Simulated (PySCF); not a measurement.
## Pm⁴⁴⁺ (promethium, charge +44) across methods

[Ne] 3s2 3p5, 2P determinant. All numbers are calculated (PySCF 2.14, scalar relativity by spin-free X2C-1e, in an even-tempered Gaussian basis (20 s from 8.8 bohr⁻², ratio 2.2; 14 p from 11 bohr⁻², ratio 2.2; 5 d from 50 bohr⁻², ratio 2.4; 4 f from 74 bohr⁻², ratio 2.4; 4 g from 110 bohr⁻², ratio 2.4)).

```json
{"method": "TPSS", "E (hartree)": "-8279.60", "mean ε 3s β (eV)": "-3847.0", "mean ε 3p α (eV)": "-3622.9", "mean ε 3p β (eV)": "-3614.6", "Σ⟨r²⟩ (bohr²)": "0.5212", "⟨S²⟩": "0.750"}
{"method": "PBE0", "E (hartree)": "-8279.02", "mean ε 3s β (eV)": "-3859.4", "mean ε 3p α (eV)": "-3634.1", "mean ε 3p β (eV)": "-3625.4", "Σ⟨r²⟩ (bohr²)": "0.5212", "⟨S²⟩": "0.750"}
{"method": "PBE", "E (hartree)": "-8279.09", "mean ε 3s β (eV)": "-3844.2", "mean ε 3p α (eV)": "-3621.7", "mean ε 3p β (eV)": "-3613.5", "Σ⟨r²⟩ (bohr²)": "0.5211", "⟨S²⟩": "0.750"}
{"method": "BLYP", "E (hartree)": "-8279.96", "mean ε 3s β (eV)": "-3844.1", "mean ε 3p α (eV)": "-3621.8", "mean ε 3p β (eV)": "-3613.5", "Σ⟨r²⟩ (bohr²)": "0.5210", "⟨S²⟩": "0.750"}
{"method": "UHF", "E (hartree)": "-8278.04658", "mean ε 3s β (eV)": "-3902.6", "mean ε 3p α (eV)": "-3669.4", "mean ε 3p β (eV)": "-3659.1", "Σ⟨r²⟩ (bohr²)": "0.5215", "⟨S²⟩": "0.750"}
{"method": "LDA", "E (hartree)": "-8271.23", "mean ε 3s β (eV)": "-3841.6", "mean ε 3p α (eV)": "-3620.0", "mean ε 3p β (eV)": "-3611.7", "Σ⟨r²⟩ (bohr²)": "0.5214", "⟨S²⟩": "0.750"}
{"method": "r2SCAN", "E (hartree)": "-8279.30", "mean ε 3s β (eV)": "-3850.2", "mean ε 3p α (eV)": "-3626.3", "mean ε 3p β (eV)": "-3616.9", "Σ⟨r²⟩ (bohr²)": "0.5213", "⟨S²⟩": "0.750"}
```

Spin-orbit coupling, absent here, splits the open shell strongly.
